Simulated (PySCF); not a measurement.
Isomers of C6H10Si, from PySCF, PBE0-D3(BJ)/def2-SVP geometry optimisation, gas phase. One conformer each, no zero-point energy, no frequencies.

Question: Which isomer lies lower at this level?
A. `[CH3:1][C:2]#[C:3][CH:4]1[CH2:5][SiH2:6][CH2:7]1` with C3–C4–C5–Si6 149°, C4–C5–Si6–C7 -19°, C5–Si6–C7–C4 19°, C3–C4–C7–Si6 -149°: A = 7631, B = 904.2, C = 855.1 MHz, dipole 0.62 D
B. `[CH2:1]=[CH:2][SiH:3]([CH:4]=[CH2:5])[CH:6]=[CH2:7]` with C1–C2–Si3–C4 106°, C2–Si3–C4–C5 -13°, C2–Si3–C6–C7 107°: A = 2048, B = 2037, C = 1321 MHz, dipole 0.80 D

Answer: B. That is `C=C[SiH](C=C)C=C`, 5.1 kcal/mol below the other.

```
          SMILES                                        mapped SMILES      E (Eh)  relative (kcal/mol)  relative (kJ/mol)  dipole (D)
C=C[SiH](C=C)C=C  [CH2:1]=[CH:2][SiH:3]([CH:4]=[CH2:5])[CH:6]=[CH2:7]  -523.42051                  0.0                0.0        0.80
 CC#CC1C[SiH2]C1     [CH3:1][C:2]#[C:3][CH:4]1[CH2:5][SiH2:6][CH2:7]1  -523.41243                  5.1               21.2        0.62
```

As drawn, the lower has a C=C bond outside aromatic rings, which the higher lacks; the higher has a four-membered ring and a C≡C bond, which the lower lacks.
